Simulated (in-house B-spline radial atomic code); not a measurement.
A fraction x of an electron is added to 3d in Ni, starting from [Ar] 3d8 4s2 and keeping the highest spin. Level of theory: scalar-relativistic (X2C) PBE0, spin-polarised, spherical fractional occupations, Fermi nucleus of rms radius 3.7757 fm; calculated with a B-spline radial code for spherical atoms.

Caution: exact exchange at fractional occupations of open shells leaves self-interaction of up to several eV.

| x | E(x) - E(0) (eV) | 3d down level (eV) |
| --- | --- | --- |
| 0 | 0.0000 | -8.016 |
| 0.1 | -0.7447 | -6.886 |
| 0.2 | -1.3785 | -5.797 |
| 0.3 | -1.9055 | -4.752 |
| 0.4 | -2.3303 | -3.753 |
| 0.5 | -2.6578 | -2.804 |
| 0.6 | ? | ? |
| 0.7 | ? | ? |
| 0.8 | -3.1100 | -0.304 |

Q: What belongs in the row x = 0.6?

A: An energy change of -2.8930 eV; 3d down at -1.910 eV.

Q: What belongs in the row x = 0.7?

A: An energy change of -3.0417 eV; 3d down at -1.074 eV.

Q: Check Janak's theorem between x = 0.1 and 0.2.

A: The slope of the energy is -6.34 eV; the orbital levels give -6.34 eV (ε of the filling orbital, averaged over the two points).
